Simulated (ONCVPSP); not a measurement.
# Transferability test, ONCV potential for silicon

```json
{
 "Element": "silicon",
 "Generator": "ONCVPSP 4.0.1",
 "Type": "optimised norm-conserving Vanderbilt (ONCV)",
 "Functional": "PBEsol",
 "Relativity": "scalar-relativistic",
 "Frozen core": "[Ne]",
 "Valence charge": "4",
 "Reference configuration": "3s2 3p1 (charge +1)",
 "Partial waves": "3s: rc 1.90 bohr, ncon 4, nbas 7, qcut 2.9 1/bohr, 2 projectors, debl 3.2 Ha; 3p: rc 1.90 bohr, ncon 4, nbas 7, qcut 4.9 1/bohr, local; d scattering state at 0.29 Ha: rc 2.25 bohr, ncon 3, nbas 7, qcut 5 1/bohr, 3 projectors, debl 2.4 Ha",
 "Local potential": "the p channel",
 "Core correction": "Teter function fitted to the true core (icmod 2), fcfact 0.3"
}
```

In the d channel the program set the typed energies aside and used 0.050, 2.450, 4.850 Ha.

Energies are relative to the spin-unpolarised reference configuration 3s2 3p1; without spin polarisation the order of configurations can differ from experiment.

```json
{"valence configuration": "3s2 3p0", "charge": "+2", "ΔE all-electron (eV)": "15.964", "error AE − PS (meV)": "+7.6"}
{"valence configuration": "3s1 3p0", "charge": "+3", "ΔE all-electron (eV)": "49.863", "error AE − PS (meV)": "+25"}
```

Q: What are ΔE and the potential's error for 3s2 3p2?

A: ΔE = -7.713 eV all-electron; the error (AE − PS) is +2.8 meV.

Q: What are ΔE and the potential's error for 3s1 3p2?

A: ΔE = 7.409 eV all-electron; the error (AE − PS) is -9.8 meV.
